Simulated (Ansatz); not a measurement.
Consider the cleavage of the Si–B bond: `Cl[SiH2]BBr` + `C=CNC` → `C=CN(C)[SiH2]Cl` + `BBr`.

Isolated molecules relaxed with PBE0-D4/def2-TZVP in Ansatz; ΔE leaves out vibrations. CCSD(T)/CBS adds triple-zeta CCSD(T) − MP2 to the extrapolated MP2 energy (def2 sets, frozen cores). Functionals use def2-TZVPP. For Br outer-core shells are correlated without core-valence functions, which leaves a few kJ/mol of doubt a bond. Scalar relativity is left out up to krypton. One conformer a species, not always the lowest.

`Cl[SiH2]BBr`:

Z-matrix (Å, degrees):
```
Si
B 1 2.009
Cl 1 2.062 2 111.6
H 1 1.485 2 110.2 3 -120.0
H 1 1.485 2 110.0 3 119.9
Br 2 1.898 1 116.5 3 179.3
H 2 1.190 1 126.9 3 -0.8
```

`C=CNC`:

Cartesian coordinates in Å:
```
C 0.324 0.026 1.969
C 0.472 0.198 0.654
N -0.086 -0.562 -0.347
C -0.357 0.046 -1.626
H -0.327 -0.737 2.380
H 0.880 0.640 2.663
H 1.130 0.980 0.281
H -0.798 -1.203 -0.031
H -1.180 0.775 -1.606
H 0.540 0.563 -1.977
H -0.597 -0.726 -2.358
```

`C=CN(C)[SiH2]Cl`:

Cartesian coordinates in Å:
```
C 1.283 1.603 -0.763
C 1.106 0.356 -0.324
N -0.103 -0.262 -0.054
C -1.306 0.518 -0.248
Si -0.173 -1.773 0.756
Cl -0.347 -1.591 2.804
H 0.465 2.290 -0.937
H 2.284 1.960 -0.958
H 1.970 -0.282 -0.161
H -2.184 -0.094 -0.036
H -1.327 1.393 0.411
H -1.371 0.867 -1.284
H -1.385 -2.492 0.309
H 1.088 -2.493 0.486
```

`BBr`:

Cartesian coordinates in Å:
```
B 0.192 0.019 -0.031
Br -1.666 -0.166 0.269
H 0.542 0.545 -1.038
H 0.932 -0.398 0.800
```

CCSD(T)/CBS gives -91.1 kJ/mol.

Question: Another level gave -84.1 kJ/mol. Which?
A. r2SCANh-D4/def2-TZVPP
B. CAM-B3LYP-D4/def2-TZVPP
C. PBE0-D4/def2-TZVPP
D. PBE/def2-TZVPP

Answer: A. r2SCANh-D4 -84.1, PBE0-D4 -77.6, CAM-B3LYP-D4 -90.9, PBE -65.7 kJ/mol.

Largest T1 diagnostic among the species: 0.011.

Leaving LDA and LC-ωPBE aside and taking each functional with its dispersion term where it has one, the values, not all of them listed here, spread over 21.2 kJ/mol, from BHLYP-D4 to PBE-D4. LDA lies −12.0 kJ/mol from PBE without D4. From BLYP to BHLYP (50 % exact exchange), in def2-TZVPP and without D4, ΔE moves by −14.7 kJ/mol. The D4 term adds −9.3 kJ/mol with B3LYP and −5.3 kJ/mol with PBE0; it sums over pairs of atoms, weighted by their polarisabilities, and B3LYP, whose exchange is more repulsive, gets the larger term.

B3LYP here is the variant with VWN-RPA as its local correlation; programs differ in this.
